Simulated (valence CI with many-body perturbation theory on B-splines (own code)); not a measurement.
# Run record, Ca XVI

Calculated by valence CI with perturbative core correlation (CI+MBPT): three valence electrons over a frozen Dirac-Fock core [He], radial functions for each j: 6 s, 6 p, 5 d, 3 f, 1 g, with the one-electron correlation potential Σ1 (second order), the two-electron term Σ2, the three-electron term Σ3, Breit, model QED; selected single and double excitations, second order for the rest (own B-spline code, finite nucleus).

Command, and the settings that its task file holds:

```sh
python run_cv.py task.json out
```

```
atom Ca  Z=20  mass_number=40  rms_radius_fm=3.4776
core [He]
valence 2s2 2p1
avg = 1
basis = S
breit = 1
cap = 10000
capref = 1200
cscale = 1
de = 0.0
dress = 0
eps = 2e-08
h = 0.27
hh = 1
l2 = 3
lcore = 6
maxit = 60
n2 = 5
natural = 1
nlev = 20
nno = [3, 3, 3, 2, 1]
nroot = 26
nsp = [3, 3, 2, 1, 0]
pt2 = 1
qed = 1
rpa = 1
s1 = 1
s2 = 1
s3 = 1
screen = 0
tol = 2e-05
```

It took 11 s on 1 thread of Arm Neoverse N1, with other jobs on the host.

Log. The first blocks belong to the next ion, which gives the ionisation energy. Fields: 2J, parity (1 odd), roots, reference size, generating configurations, candidates as configurations/state functions, variational space P, stored matrix elements, Davidson steps; e2 is the range of second-order energies in hartree. The first line gives the box (bohr), its intervals, the orbitals and the steps of their self-consistent field. Window is the range of levels sought, series limit the energy at which the first omitted orbital would enter, core excitation an estimate of the first excitation out of the core, left out the lowest levels not solved, and shifts from estimates the range by which levels moved from their first estimate, all in cm⁻¹.

```
rmax 3.6 intervals 59 orbitals 36 references ['2s2 2p', '2s 2p2', '2p3'] scf 4 t 0.6
2J=0 par=0 roots 2 ref 15 generators 3 cand 92/92 P 107/107 nnz 0 it 0
   second order: generators 10 cand 0/0 e2 -0.00000 -0.00000
reference levels 291, estimated 221, window 4664653 1/cm; series limit 6026659, core excitation 30762836
2J=1 par=1 roots 6 ref 32 generators 12 cand 177/239 P 1759/2567 nnz 8.2e+05 it 3
2J=1 par=1 roots 6 ref 32 generators 20 cand 412/588 P 1814/2654 nnz 8.7e+05 it 5
   second order: generators 42 cand 870/1285 e2 -0.00001 -0.00000
2J=3 par=1 roots 9 ref 47 generators 16 cand 838/1691 P 1744/3489 nnz 1.6e+06 it 5
2J=3 par=1 roots 9 ref 47 generators 23 cand 1006/2032 P 1905/3836 nnz 1.9e+06 it 5
   second order: generators 48 cand 1534/3254 e2 -0.00001 -0.00000
2J=1 par=0 roots 8 ref 34 generators 15 cand 254/348 P 1780/2615 nnz 8.5e+05 it 4
2J=1 par=0 roots 8 ref 34 generators 22 cand 404/585 P 1812/2659 nnz 8.8e+05 it 5
   second order: generators 43 cand 971/1399 e2 -0.00001 -0.00000
2J=3 par=0 roots 10 ref 45 generators 14 cand 843/1688 P 1746/3497 nnz 1.6e+06 it 4
2J=3 par=0 roots 10 ref 45 generators 22 cand 751/1659 P 1887/3778 nnz 1.8e+06 it 5
   second order: generators 56 cand 1645/3508 e2 -0.00001 -0.00000
2J=5 par=0 roots 7 ref 39 generators 13 cand 998/2183 P 1640/3551 nnz 1.7e+06 it 4
2J=5 par=0 roots 7 ref 39 generators 20 cand 871/2145 P 1792/3880 nnz 2e+06 it 4
   second order: generators 43 cand 1686/4013 e2 -0.00001 -0.00000
2J=5 par=1 roots 3 ref 36 generators 8 cand 850/1973 P 1547/3305 nnz 1.5e+06 it 4
2J=5 par=1 roots 3 ref 36 generators 11 cand 605/1377 P 1690/3655 nnz 1.8e+06 it 4
   second order: generators 28 cand 1695/4143 e2 -0.00001 -0.00000
2J=7 par=0 roots 2 ref 19 generators 5 cand 576/1275 P 1277/2997 nnz 1.4e+06 it 4
2J=7 par=0 roots 2 ref 19 generators 8 cand 595/1463 P 1377/3211 nnz 1.6e+06 it 3
   second order: generators 17 cand 1234/2845 e2 -0.00000 -0.00000
2J=7 par=1 roots 1 ref 21 generators 3 cand 450/1047 P 1289/2853 nnz 1.2e+06 it 3
2J=7 par=1 roots 1 ref 21 generators 5 cand 391/937 P 1374/3063 nnz 1.4e+06 it 3
   second order: generators 13 cand 1171/2793 e2 -0.00001 -0.00001
2J=9 par=1 roots 1 ref 7 generators 1 cand 285/648 P 519/1094 nnz 0 it 0
2J=9 par=1 roots 1 ref 7 generators 2 cand 334/786 P 590/1250 nnz 0 it 0
   second order: generators 11 cand 1388/3095 e2 -0.00001 -0.00001
left out: unestimated 6756230, estimated 4931244, shifts from estimates -3 to 18
operators 0.2
```

The Davidson iterations converged.

No measured spectrum was set against this ion. As an estimate, levels of excited configurations hold to 0.05 to 0.15 % of their energy, terms of the ground configuration to about 0.5 %.

```
Valence energy                            : -118.2868 hartree
Ionisation energy                         : 973.72 eV (NIST: 973.7 ± 0.3 eV (semi-empirical))
Reference configurations for the orbitals : 2s2 2p, 2s 2p2, 2p3
Radial orbitals                           : 36
Box radius                                : 3.648 bohr
Largest variational space                 : 3880
Lowest levels                             : 2s2.2p 2P°_1/2 0, 2s2.2p 2P°_3/2 36619, 2s.2p2 4P_1/2 267510, 2s.2p2 4P_3/2 282020, 2s.2p2 4P_5/2 300320, 2s.2p2 2D_3/2 479700, 2s.2p2 2D_5/2 482290, 2s.2p2 2S_1/2 592770, 2s.2p2 2P_1/2 634440, 2s.2p2 2P_3/2 646270, 2p3 4S°_3/2 834570, 2p3 2D°_3/2 940300, 2p3 2D°_5/2 945140, 2p3 2P°_1/2 1053300 cm⁻¹
```

Names give the largest LS component (configuration and term), which can be under half, so a name can repeat, a term be missing and a line seem to break the LS rules; names also repeat where a configuration has a term twice.
